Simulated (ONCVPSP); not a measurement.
# Pseudopotential generation for rhodium (Rh): ONCV, PBE, scalar-relativistic.

* Element: Rh
* Generator: ONCVPSP 4.0.1
* Type: optimised norm-conserving Vanderbilt (ONCV)
* Functional: PBE
* Relativity: scalar-relativistic
* Frozen core: [Kr]
* Valence charge: 9
* Reference configuration: 4d8 5s0.5 5p0.5
* Partial waves: 5s: rc 2.40 bohr, ncon 4, nbas 7, qcut 2.4 1/bohr, 1 projector; 5p: rc 3.80 bohr, ncon 3, nbas 6, qcut 2.1 1/bohr, 1 projector; 4d: rc 1.85 bohr, ncon 3, nbas 7, qcut 10.2 1/bohr, 2 projectors, debl 3.2 Ha
* Local potential: polynomial inside 1.80 bohr (lpopt 2, dvloc0 3 Ha)
* Core correction: none

Task: Does the generator finish with these settings?

Result: Yes, a potential is produced and its reference levels are reproduced.

Task: Estimate the cutoffs (Ha) at which the residual kinetic energy of the hardest occupied pseudo-wave falls to 1 and 0.1 mHa per electron.

Result: 26 Ha and 31 Ha.

Task: What does a ghost test show?

Result: No bound ghost flagged; no localised positive-energy state flagged.

Task: Which valence shell sets the plane-wave cutoff?

Result: 4d: 26 Ha for 1 mHa per electron, against 5 Ha for 5s.

Its largest configuration-test error is -23 meV (4d9 5s0 5p0). 1 of 4 tests not solved or not reliable.
